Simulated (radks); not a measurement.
Results of a calculation; reference values are marked as such.
Question: These are the eigenvalues of the occupied orbitals of an atom or ion with whole-number occupations (Ry). Level of theory: scalar-relativistic Kohn-Sham, r2SCAN, spin-polarised, spherical densities, finite nucleus; meta-GGA in the generalised Kohn-Sham scheme; Fermi nuclear charge, rms radius of each element as measured or else 0.836 A^(1/3) + 0.57 fm (a radial shooting solver on a logarithmic mesh with Libxc functionals).

| orbital | eigenvalue |
|---|---|
| 1s up | -22.94268 |

Which element is it, and in what charge state? The configuration may be excited. Open shells, if any, are filled with parallel spins first.

Answer: Z = 5, boron, charge +4: B4+ in 1s1. The 1s level, -11.471 hartree, gives Z - s = 4.8 by -(Z - s)^2/2, which with screening and relativity narrows Z to a few neighbours, and with so few levels the electron count can be read from the list.
